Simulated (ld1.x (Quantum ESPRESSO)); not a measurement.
**u(r) = r·R(r): atom against pseudo-atom (Ti)**

Columns: radius, all-electron u(r) and pseudo u(r) of the 4s shell (level -4.87 eV) of titanium in the configuration [Ne] 3s2 3p6 3d2 4s1.5 4p0.5; PBEsol, scalar-relativistic, PAW scheme, ld1.x (Quantum ESPRESSO) 7.5.

| r (bohr) | all-electron | pseudo |
| --- | --- | --- |
| 0.105 | -0.0308 | 0.1260 |
| 0.210 | -0.1579 | 0.2393 |
| 0.315 | -0.0948 | 0.3288 |
| 0.420 | 0.0397 | 0.3873 |
| 0.525 | 0.1614 | 0.4116 |
| 0.630 | 0.2378 | 0.4026 |
| 0.735 | 0.2648 | 0.3652 |
| 0.840 | 0.2502 | 0.3060 |
| 0.945 | 0.2053 | 0.2326 |
| 1.050 | 0.1410 | 0.1518 |
| 1.155 | 0.0660 | 0.0689 |
| 1.260 | -0.0131 | -0.0129 |
| 1.365 | -0.0916 | -0.0918 |
| 1.470 | -0.1666 | -0.1667 |
| 1.575 | -0.2362 | -0.2362 |
| 1.680 | -0.2992 | -0.2992 |
| 1.785 | -0.3553 | -0.3553 |
| 1.890 | -0.4044 | -0.4044 |
| 1.995 | -0.4466 | -0.4466 |
| 2.100 | -0.4825 | -0.4825 |
| 2.205 | -0.5123 | -0.5123 |
| 2.310 | -0.5366 | -0.5366 |
| 2.415 | -0.5558 | -0.5558 |
| 2.520 | -0.5704 | -0.5704 |
| 2.625 | -0.5808 | -0.5808 |
| 2.730 | -0.5875 | -0.5875 |

How many radial nodes do the two functions have?

The all-electron 4s function has n − l − 1 = 3 (the table is too coarse to show those close to the nucleus); the pseudo-wave has 1, since 1 lower shell of the same l stays in the valence.

At about which radius was the pseudo-wave matched?

1.50 bohr. The columns agree to 0.0005 from 1.26 bohr on; several derivatives are matched, so the curves merge somewhat inside the radius.

Is the pseudo-wave norm-conserving?

No, it belongs to a PAW set: the norm inside the radius is not constrained, and the difference is carried by the augmentation charge.
